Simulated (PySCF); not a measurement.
**Correlation energy of Cl (chlorine, neutral)**

[Ne] 3s1 3p6, 2S determinant (an excited configuration). Computed with PySCF 2.14 in aug-cc-pCVTZ-DK (8s7p5d3f, 75 functions), with the spin-free X2C one-electron Hamiltonian (Gaussian nucleus). Frozen: 1s2; 15 electrons correlated.

```
  level  correlation energy (mhartree)
   CCSD                        -623.98
    (T)                         -48.87
CCSD(T)                        -672.85
```

Diagnostics: T1 = 0.016, D1 = 0.0507, largest double amplitude 0.204.

A double-excitation amplitude exceeds 0.15, a sign of near-degeneracy.

Cost of the coupled-cluster step: of the order of 40 core-seconds, for 15 correlated electrons.
